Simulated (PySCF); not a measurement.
Ionisation energy of Kr²⁵⁺ by level of theory

Kr²⁵⁺ [Ne] 3s1 (2S) → Kr²⁶⁺ [Ne] (1S), as a difference of total energies. Computed with PySCF 2.14 in an uncontracted even-tempered set (18 s from 2.9 bohr⁻², ratio 2.5; 11 p from 3.8 bohr⁻², ratio 2.5; 5 d from 14 bohr⁻², ratio 2.7; 4 f from 22 bohr⁻², ratio 2.7), with the spin-free X2C one-electron Hamiltonian (Gaussian nucleus). Correlated levels: outer shells: 1s2 frozen; virtual orbitals above 40 to 60 times the deepest correlated orbital energy dropped. The calculations carry no spin-orbit coupling.

```tsv
method	ionisation energy (eV)	difference from reference (eV)
UHF	1204.5	-0.7
LDA	1206.7	+1.5
PBE	1208.2	+3.0
PBE0	1207.3	+2.1
r2SCAN	1204.3	-0.9
BHandHLYP	1207.4	+2.2
M06-L	1202.5	-2.7
MP2 (outer shells)	1205.1	-0.1
SCS-MP2 (outer shells)	1205.0	-0.2
```

Reference: 1205.2 eV (semi-empirical (NIST evaluation); NIST Atomic Spectra Database, ionization energies).

Breit and QED terms and the two-electron picture change are absent.
